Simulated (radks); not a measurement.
The numbers below are computed, except where a source is named.
Coulomb parameter of the 3d shell of neutral cobalt in the model configuration [Ar] 3d7.5 4s1.5, as a second difference U = [E(n + 0.5) + E(n - 0.5) - 2 E(n)] / (0.5)^2 with all orbitals relaxed. "Bare": the charge of the atom changes with n. "Screened": the 4s shell takes up the change at fixed total charge, which measures U(3d,3d) + U(4s,4s) - 2 U(3d,4s). Code: a radial shooting solver on a logarithmic mesh with Libxc functionals. Model: scalar-relativistic Kohn-Sham, PBE, spin-unpolarised, spherical densities, finite nucleus; Fermi nuclear charge, rms radius 3.7875 fm.

case              configuration  E - E(n) (eV)
start          [Ar] 3d7.5 4s1.5          0.000
bare +0.5        [Ar] 3d8 4s1.5         -1.688
bare -0.5        [Ar] 3d7 4s1.5          4.563
screened +0.5      [Ar] 3d8 4s1         -0.242
screened -0.5      [Ar] 3d7 4s2          0.960

U(bare) = 11.500 eV, U(screened by 4s) = 2.873 eV, against the Slater integral F0(3d,3d) = 23.114 eV with frozen orbitals. The step up makes a negative ion, whose loosely bound charge lowers the bare value.
